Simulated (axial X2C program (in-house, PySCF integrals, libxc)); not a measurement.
## Correcting the dissociation energy of NaSc⁺ for spin–orbit coupling

A spin-free PBE0 curve (one-electron X2C) was computed with an in-house relativistic program for diatomic molecules, basis Sc dyall-cv3z [10s11p7d5f2g], Na dyall-cv3z [9s8p5d2f] (cores contracted in-house), for the state M_S = 1/2, Λ = 0 (beyond evenly filled blocks: σα). It gives D0 = 0.922 eV to Sc + Na+, which in a spin-free picture are the weighted means of the ground terms.

Measured levels of the ground terms (NIST Handbook of Basic Atomic Spectroscopic Data), in cm⁻¹: Sc 2D: J = 3/2 at 0, J = 5/2 at 168.3; Na+ 1S: J = 0 at 0.

The molecular state has Λ = 0, so it has no first-order lowering.

**Question.** How far does each ground level lie under the (2J+1)-weighted mean of its term?

**Answer.** Sc: (4 × 0 + 6 × 168.3)/10 = 101 cm⁻¹; Na+: a single level, 0.

**Question.** Correct D0.

**Answer.** D0 = 0.922 + (0 − 101)/8065.5 = 0.909 eV at PBE0 with these spin–orbit terms.

Second-order spin–orbit effects in the molecule, which grow quickly with Z, are left out. The state is a single determinant with fixed occupations, the lowest that a limited PBE0 search found. Dissociation energies refer to the lowest single-determinant-based atoms at the same level and basis. PBE0 can misorder states that lie within some tenths of an eV, so this need not be the ground state of the molecule. The nearest other spin-free determinant of the search, M_S = 1/2, Λ = 1, lies 0.06 eV up at the distance of the search.
